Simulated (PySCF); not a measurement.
Structure problem from calculated spectra and properties.

Elements present: C, F, H and N. Monoisotopic mass: 147.0296 u.

| Quantity | Value |
| --- | --- |
| Couplings | largest of the computed one-bond spin–spin couplings (means over like bonds): 19F–13C -339.9 (×3), 13C–1H +189.9, 13C–1H +175.5, 13C–1H +172.1, 13C–1H +171.2 Hz [B3LYP/pcJ-1, spin–dipole term left out for some pairs] |
| Dipole | 4.30 D [PBE0/def2-SVPD] |
| 13C NMR | chemical shifts (computed TMS as zero) by class: 155.9 (1 C), 155.6 (1 C), 142.2 (1 C), 130.7 (1 C), 126.1 (1 C), 125.4 (1 C) ppm [GIAO PBE0/pcSseg-1] |
| NMR, other nuclei | isotropic shieldings of nuclei other than C and H, by class: -92 (1 N), 260 (3 F) ppm [GIAO PBE0/pcSseg-1] |
| UV, first state | lowest singlet excitation: 4.83 eV (257 nm, f = 0.003) [TDDFT PBE0/def2-SVPD] |
| Rotational structure | rotational constants A, B, C: 2.909, 0.978, 0.839 GHz [PBE0-D3(BJ)/def2-SVP] |
| 1H NMR | chemical shifts (computed TMS as zero) by class: 8.91 (1 H), 7.92 (1 H), 7.77 (1 H), 7.39 (1 H) ppm [GIAO PBE0/pcSseg-1] |

Gas-phase values; electronic properties from PySCF, density fitting. Levels stand in brackets. Geometry: PBE0-D3(BJ)/def2-SVP; no solvent, vibrations or thermal averaging. NMR classes are plain means over equivalent atoms (diastereotopic ones count apart unless rotation or inversion swaps them), as if these changed places fast.

Question: Which formula fits the mass and the elements?

Answer: C6H4F3N (calculated 147.0296). No other formula that holds each of these elements comes within 0.0003 u with a fitting electron parity and a possible valence count.

Question: Propose a structure and show how it fits.

Answer: Numbering: `[F:1][C:2]([F:3])([F:4])[c:5]1[cH:6][cH:7][cH:8][cH:9][n:10]1`. Its formula, C6H4F3N, gives 4 degrees of unsaturation: 1 ring and 3 π bonds in the structure found (Kekulé form). 6 carbons fall into 6 classes; from least to most shielded: aromatic CH next to a ring nitrogen [C9] (155.9 ppm), substituted aromatic carbon [C5] (155.6 ppm), aromatic CH carbon [C7] (142.2 ppm), aromatic CH carbon [C8] (130.7 ppm), CF3 carbon [C2] (126.1 ppm), aromatic CH carbon [C6] (125.4 ppm). Hydrogen classes from least to most shielded: 1 H on an aromatic CH next to a ring nitrogen, C9 (8.91 ppm), 1 H on an aromatic CH carbon, C7 (7.92 ppm), 1 H on an aromatic CH carbon, C6 (7.77 ppm), 1 H on an aromatic CH carbon, C8 (7.39 ppm). The other shieldings belong to: -92 ppm, pyridine-type nitrogen [N10]; 260 ppm, fluorine of a CF3 group [F1/F3/F4]. The couplings run between: -339.9 Hz, fluorine of a CF3 group [F1] and CF3 carbon [C2] (with 2 like pairs); +189.9 Hz, aromatic CH next to a ring nitrogen [C9] and its hydrogen; +175.5 Hz, aromatic CH carbon [C6] and its hydrogen; +172.1 Hz, aromatic CH carbon [C8] and its hydrogen; +171.2 Hz, aromatic CH carbon [C7] and its hydrogen. S1 is mainly HOMO→LUMO (weight 0.99); the largest Löwdin shares of the orbital it empties are 0.58 on the pyridine-type nitrogen, 0.11 on the aromatic CH next to a ring nitrogen, 0.09 on the substituted aromatic carbon and 0.05 on an aromatic CH carbon, of the orbital it fills 0.22 on the pyridine-type nitrogen, 0.22 on an aromatic CH carbon, 0.16 on the substituted aromatic carbon and 0.16 on an aromatic CH carbon. The optimised geometry has point group Cs and is an asymmetric top. Structure: `FC(F)(F)C1=CC=CC=N1` (2-(trifluoromethyl)pyridine). The assignments are read from this structure; whether some other isomer fits the data as well wasn't checked.

Conformer computed: `[F:1][C:2]([F:3])([F:4])[c:5]1[cH:6][cH:7][cH:8][cH:9][n:10]1`: F1–C2–C5–C6 -120°.
